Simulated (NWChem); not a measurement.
C2HBrClF; SMILES F/C=C(\Cl)Br

Computed with NWChem. Pople sets run with spherical d functions. The geometry was optimised at PBE0/def2-SVP. B3LYP is NWChem's, with the RPA form of VWN correlation. Ions are spin-unrestricted doublets at the neutral geometry; other ion states weren't tried.

Problem. Estimate the computed values for B3LYP/6-31G*. Quantities: vertical ionisation energy, ΔSCF (eV); −ε(HOMO) (eV).

Solution. 
| Quantity | Value |
|---|---|
| vertical ionisation energy, ΔSCF (eV) | 9.28 |
| −ε(HOMO) (eV) | 6.89 |
